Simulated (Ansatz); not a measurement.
Frontier orbitals of C₂H₆OSi, SMILES `CC[Si]O`.

```xyz
10

C    -0.7443   -0.0558    0.6631
C     0.1952    0.8878   -0.0731
Si    1.4664    0.1757   -1.3149
O     1.1716   -1.4496   -1.2260
H    -0.1935   -0.7813    1.2709
H    -1.4173    0.4733    1.3426
H    -1.3778   -0.6177   -0.0310
H    -0.3704    1.6441   -0.6377
H     0.7887    1.4839    0.6366
H     0.4813   -1.7605   -0.6304
```

Total charge 0; spin multiplicity 1. The structure was optimised at the PBE0-D4/def2-TZVP level. It is one conformer, not always the lowest. Basis def2-TZVPP, Ansatz 0.2.0.

Task: Compute the vertical ionisation energy as the energy of the cation minus that of the neutral molecule, at each level. (Estimate.)

Result: Computed: 
| level | IE (eV) | difference from CCSD(T)/CBS(def2) |
| --- | --- | --- |
| PBE-D4/def2-TZVPP | 8.24 | -0.39 |
| r2SCAN-D4/def2-TZVPP | 8.20 | -0.43 |
| PBE0-D4/def2-TZVPP | 8.33 | -0.30 |
| B3LYP-D4/def2-TZVPP | 8.44 | -0.19 |
| ωB97X-V/def2-TZVPP | 8.44 | -0.19 |
| ωB97M-V/def2-TZVPP | 8.46 | -0.17 |
| B2PLYP/def2-TZVPP | 8.36 | -0.27 |
| HF/def2-TZVPP | 7.49 | -1.14 |
| MP2/def2-TZVPP | 8.40 | -0.23 |
| CCSD/def2-TZVPP | 8.49 | -0.14 |
| CCSD(T)/def2-TZVPP | 8.51 | -0.12 |
| HF/def2-QZVPP | 7.50 | -1.13 |
| MP2/def2-QZVPP | 8.47 | -0.16 |
| HF/CBS(def2) | 7.50 | -1.13 |
| MP2/CBS(def2) | 8.52 | -0.11 |
| CCSD/CBS(def2) | 8.61 | -0.02 |
| CCSD(T)/CBS(def2) | 8.63 | 0.00 |

B3LYP here is the variant with VWN-RPA as its local correlation; programs differ in this.
